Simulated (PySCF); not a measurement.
A run for PySCF: D3(BJ) and D4 dispersion corrections on C2H5NO (a complex), monomers drawn apart or pushed together.

```python
from pyscf import gto
from pyscf.dispersion import dftd3, dftd4

mol = gto.M(
    atom='''
    C     0.07010140    0.08514312   -0.29363521
    O    -0.82491142   -0.33684418    0.73504302
    H     0.71436758   -0.73207132   -0.62933341
    H     0.69364046    0.86771405    0.13481247
    H    -0.47011255    0.49826948   -1.14963247
    H    -1.39137244   -1.03840352    0.39949525
    C    -0.16636268    0.26734540    3.44230301
    N     0.14738977    0.53851435    4.51186989
    H    -0.45598685    0.01194550    2.43495171
    ''',
    basis='def2-svp',
    charge=0, spin=0, verbose=0, max_memory=1800)
d3, d4 = {}, {}
for xc in ['hf', 'pbe', 'blyp', 'revpbe', 'tpss', 'r2scan', 'b3lyp', 'pbe0', 'bhlyp', 'camb3lyp', 'b2plyp']:
    d3[xc] = float(dftd3.DFTD3Dispersion(mol, xc=xc, version='d3bj', atm=False).get_dispersion()['energy'])
    print(f'D3(BJ) {xc:10s} {d3[xc]:14.8f} Eh')
for xc in ['hf', 'pbe', 'blyp', 'revpbe', 'tpss', 'r2scan', 'b3lyp', 'pbe0', 'bhlyp', 'camb3lyp', 'b2plyp']:
    d4[xc] = float(dftd4.DFTD4Dispersion(mol, xc={'camb3lyp': 'cam-b3lyp'}.get(xc, xc), atm=True).get_dispersion()['energy'])
    print(f'D4     {xc:10s} {d4[xc]:14.8f} Eh')
```

Output:

```
D3(BJ) hf            -0.03360292 Eh
D3(BJ) pbe           -0.00399880 Eh
D3(BJ) blyp          -0.00802696 Eh
D3(BJ) revpbe        -0.01044454 Eh
D3(BJ) tpss          -0.00488496 Eh
D3(BJ) r2scan        -0.00116505 Eh
D3(BJ) b3lyp         -0.00650520 Eh
D3(BJ) pbe0          -0.00334680 Eh
D3(BJ) bhlyp         -0.00484492 Eh
D3(BJ) camb3lyp      -0.00286445 Eh
D3(BJ) b2plyp        -0.00287331 Eh
D4     hf            -0.01285249 Eh
D4     pbe           -0.00331817 Eh
D4     blyp          -0.00736565 Eh
D4     revpbe        -0.01199842 Eh
D4     tpss          -0.00446892 Eh
D4     r2scan        -0.00092418 Eh
D4     b3lyp         -0.00519655 Eh
D4     pbe0          -0.00279306 Eh
D4     bhlyp         -0.00348942 Eh
D4     camb3lyp      -0.00277422 Eh
D4     b2plyp        -0.00232658 Eh
```

The run finished.

Cost: around 0.05 core-seconds (rough).
